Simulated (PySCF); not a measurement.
## How methods differ on the ionisation energy of Pb⁷¹⁺

Pb⁷¹⁺ [Ne] 3s1 (2S) → Pb⁷²⁺ [Ne] (1S), as a difference of total energies. All numbers are calculated (PySCF 2.14, scalar relativity by spin-free X2C-1e, in an even-tempered Gaussian basis (17 s from 23 bohr⁻², ratio 2.5; 12 p from 30 bohr⁻², ratio 2.5; 4 d from 110 bohr⁻², ratio 2.7; 4 f from 160 bohr⁻², ratio 2.7)). Correlated levels: outer shells: 1s2 frozen; virtual orbitals above 40 to 60 times the deepest correlated orbital energy dropped. The calculations carry no spin-orbit coupling.

```json
{"method": "UHF", "ionisation energy (eV)": "9158.1"}
{"method": "LDA", "ionisation energy (eV)": "9161.9"}
{"method": "PBE", "ionisation energy (eV)": "9168.7"}
{"method": "PBE0", "ionisation energy (eV)": "9166.1"}
{"method": "r2SCAN", "ionisation energy (eV)": "9156.8"}
{"method": "TPSSh", "ionisation energy (eV)": "9164.1"}
{"method": "r2SCAN0", "ionisation energy (eV)": "9157.4"}
{"method": "MP2 (outer shells)", "ionisation energy (eV)": "9158.9"}
{"method": "SCS-MP2 (outer shells)", "ionisation energy (eV)": "9158.8"}
```

Breit and QED terms and the two-electron picture change are absent.

For comparison: 9150 ± 60 eV (theoretical estimate listed by NIST; NIST Atomic Spectra Database, ionization energies).
